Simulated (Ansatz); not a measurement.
Geometry optimisation, Ansatz 0.2.0, RKS B3LYP-D4/def2-SVP.

Input:

```yaml
crystal:
  periodic: [false, false, false]
  atoms:
    - { symbol: Sn, position_ang: [0.0, 0.0, 0.0] }
    - { symbol: H, position_ang: [1.2376, 0.0, 1.4939] }
    - { symbol: H, position_ang: [1.8209, 0.0, 0.6694] }
    - { symbol: O, position_ang: [-0.9232, 1.5994, -0.6527] }
    - { symbol: H, position_ang: [-1.881, 1.3686, -0.8751] }
    - { symbol: H, position_ang: [-0.8195, -1.4198, -0.5794] }
basis:
  gaussian: { orbitals: def2-SVP }
hamiltonian:
  xc: b3lyp
  dispersion: d4
relax:
  f_tol: 0.15
  max_steps: 25
  restrain:
    - { distance: [1, 2], at: 0.66, k: 30.0 }
    - { distance: [0, 1], at: 2.94, k: 30.0 }
    - { distance: [0, 2], at: 2.94, k: 30.0 }
output:
  orbitals: {}
```

Run as:

```bash
$ ansatz run input.yaml --threads 1 --pin off --max-ram 2048MiB --backend cpu --events-out ev --progress --plain --runs-dir out
```

Task: Where does it end, and by what steps?

Result: The run converged. The restraints hold the end off the free minimum; the threshold counts their pulls, which the force column leaves out. Restrained pairs: H2–H3 (1.01 → 0.72 Å), Sn1–H2 (1.94 → 2.94 Å), Sn1–H3 (1.94 → 2.94 Å). After 15 steps the energy has fallen by 4.114 eV (the restraints' own energy left out); Sn1 moved furthest, 1.21 Å.

```tsv
step	energy less start (eV)	largest force component (eV/Å)	accepted
0	0.0000	2.350	yes
1	-0.3526	5.242	yes
2	-1.0857	5.657	yes
3	-1.9980	5.356	yes
4	-3.3393	2.518	yes
5	-3.8416	0.803	yes
6	-3.9027	1.006	yes
7	-3.9190	1.377	yes
8	-3.9786	1.390	yes
9	-4.0061	1.701	no
10	-4.0117	1.313	yes
11	-4.0433	1.258	yes
12	-4.0742	1.299	yes
13	-4.1097	1.272	yes
14	-4.1168	0.926	no
15	-4.1139	1.303	yes
```

```xyz
6
Properties=species:S:1:pos:R:3
Sn 0.139 -0.034 -1.206
H 1.264 -0.251 1.502
H 1.794 0.143 1.218
O -1.127 1.520 -0.975
H -1.855 1.334 -0.361
H -0.781 -1.165 -0.123
```

The run took 33 s on 1 thread of Arm Neoverse V1, with other jobs on the host, peak memory 0.12 GiB.
